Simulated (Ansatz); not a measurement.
Relaxation of F$_{3}$HOSi (6 atoms, charge 0, multiplicity 1), to a largest force component of 0.02 eV/Å in at most 40 steps.

All numbers below come from Ansatz, RHF/STO-3G.

```xyz
6
Properties=species:S:1:pos:R:3
Si 0.000 0.000 0.000
O 0.000 0.000 1.680
H -0.909 -0.281 2.017
F 1.499 0.000 -0.529
F -0.749 1.297 -0.529
F -0.749 -1.297 -0.529
```

Question: Where does it end, and by what steps?

Answer: The forces met the threshold. The force dipped under the threshold on the way, but the program's further checks kept it going. Limits of this set-up: minimal basis. After 7 steps the energy has fallen by 0.055 eV; H3 moved furthest, 0.08 Å.

```json
{"step": "0", "energy less start (eV)": "0.0000", "largest force component (eV/Å)": "1.391", "accepted": "yes"}
{"step": "1", "energy less start (eV)": "-0.0429", "largest force component (eV/Å)": "0.731", "accepted": "yes"}
{"step": "2", "energy less start (eV)": "-0.0509", "largest force component (eV/Å)": "0.108", "accepted": "yes"}
{"step": "3", "energy less start (eV)": "-0.0523", "largest force component (eV/Å)": "0.229", "accepted": "yes"}
{"step": "4", "energy less start (eV)": "-0.0535", "largest force component (eV/Å)": "0.025", "accepted": "yes"}
{"step": "5", "energy less start (eV)": "-0.0546", "largest force component (eV/Å)": "0.013", "accepted": "yes"}
{"step": "6", "energy less start (eV)": "-0.0063", "largest force component (eV/Å)": "2.164", "accepted": "no"}
{"step": "7", "energy less start (eV)": "-0.0546", "largest force component (eV/Å)": "0.013", "accepted": "yes"}
```

```xyz
6
Properties=species:S:1:pos:R:3
Si -0.010 -0.016 0.021
O 0.016 -0.057 1.663
H -0.889 -0.201 2.014
F 1.490 0.014 -0.495
F -0.768 1.270 -0.519
F -0.747 -1.292 -0.574
```

Whether the end is a true minimum wasn't checked by a vibrational analysis.

Run time: 3.6 s on 1 thread of Intel(R) Xeon(R) 6975P-C (Granite Rapids), with other jobs on the host, peak memory 0.12 GiB.
